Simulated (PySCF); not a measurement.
## Frontier levels across methods

Species: C3H7NSi.
Z-matrix (Å and degrees, PBE0-D3(BJ)/def2-SVP geometry), rows numbered from 1:
```
C 
N   1  1.2632
Si  2  1.7388  1  126.90
C   3  1.8520  2  115.83  1   152.53
C   4  1.5424  3   65.39  2   102.84
H   1  1.1115  2  124.74  3    -0.09
H   1  1.1059  2  120.27  3  -179.89
H   3  1.4899  2  117.19  1     0.18
H   4  1.0953  3  117.84  5  -108.08
H   4  1.0956  3  119.62  5   108.10
H   5  1.0953  3  117.95  4   108.03
H   5  1.0956  3  119.56  4  -108.06
```

Basis pcSseg-2 throughout (PySCF), one geometry. Geometry: PBE0-D3(BJ)/def2-SVP, one conformer, isolated molecule.

Task: How do the orbital energies, the gap and the dipole change with the method?

Result: 
```
   method                    kind  HOMO (eV)  LUMO (eV)  gap (eV)  μ (D)  SCF cycles
     BLYP                     GGA      -5.50      -1.99      3.52   1.11          16
    B97-D                     GGA      -5.58      -2.01      3.57   1.11          16
     OPBE                     GGA      -5.62      -2.01      3.61   0.97          16
      PBE                     GGA      -5.65      -2.11      3.54   1.03          16
      KT3                     GGA      -5.68      -2.04      3.65   1.06          16
      KT2                     GGA      -5.69      -2.04      3.65   1.05          16
     BP86                     GGA      -5.74      -2.19      3.55   1.06          16
      LDA                     LDA      -5.80      -2.34      3.47   1.07          15
    B97-2           global hybrid      -6.43      -1.14      5.29   1.32          14
    B3LYP           global hybrid      -6.48      -1.33      5.15   1.37          14
     PBE0           global hybrid      -6.68      -1.09      5.59   1.34          14
 mPW1PW91           global hybrid      -6.70      -1.10      5.60   1.35          14
BHandHLYP           global hybrid      -7.61       0.04      7.64   1.70          12
CAM-B3LYP  range-separated hybrid      -7.94       0.05      7.99   1.59          13
  wB97X-D  range-separated hybrid      -8.46       0.72      9.18   1.53          13
       HF            Hartree–Fock      -9.05       2.70     11.75   2.11          11
  LC-wPBE  range-separated hybrid      -9.25       1.23     10.48   1.68          14
```

The HOMO spans 3.74 eV, from BLYP down to LC-wPBE, and the gap runs from 3.47 eV (LDA) to 11.75 eV (HF). Over the methods BLYP (0 %), B97-D (0 %), OPBE (0 %), PBE (0 %), KT3 (0 %), KT2 (0 %), BP86 (0 %), LDA (0 %), B97-2 (21 %), B3LYP (20 %), PBE0 (25 %), mPW1PW91 (25 %), BHandHLYP (50 %), HF (100 %), a straight line through the gap against the share of exact exchange rises by 0.82 eV for each 10 % (correlation coefficient 1.000). The dipole ranges from 0.97 D (OPBE) to 2.11 D (HF). This basis has no diffuse functions.

The vertical ΔSCF ionisation energy at B3LYP/def2-SVPD is 8.71 eV; −ε(HOMO) comes closest to it with wB97X-D (8.46 eV).
